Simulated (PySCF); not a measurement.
# GaH⁺: from constants to spectrum

UHF-CCSD(T) constants of GaH⁺, ²Σ⁺ (doublet), unpaired electrons σ ↑ (Ga def2-TZVPPD, H def2-TZVPPD; no relativity (PySCF 2.14); masses 68.9256 and 1.0078 u):

* ωe: 1426.7 cm⁻¹
* ωexe: 105.0 cm⁻¹
* Be: 6.3249 cm⁻¹
* αe: 0.448 cm⁻¹
* D (centrifugal): 0.000497 cm⁻¹
* De to Ga⁺ + H: 0.499 eV

Problem. Give the vibrational terms G(v) and spacings up to v = 2.

Solution. G(v) = ωe(v+½) − ωexe(v+½)².

| v | G(v) (cm⁻¹) | G(v) − G(v−1) | Bv (cm⁻¹) |
| --- | --- | --- | --- |
| 0 | 687 |  | 6.101 |
| 1 | 1904 | 1217 | 5.653 |
| 2 | 2910 | 1007 | 5.205 |

Problem. How well does the Morse estimate ωe²/(4ωexe) reproduce De, and what is D0?

Solution. It gives 0.601 eV, 120 % of the computed De. D0 = De − G(0) = 0.499 − 0.085 = 0.414 eV.

Correlated steps freeze 9 core orbitals. Spin–orbit coupling is left out. For an ion De counts to the pair picked by the measured ionisation energies or electron affinities, which need not be the lowest pair at this level. The state was picked by a PBE0 search and need not be the measured ground state.
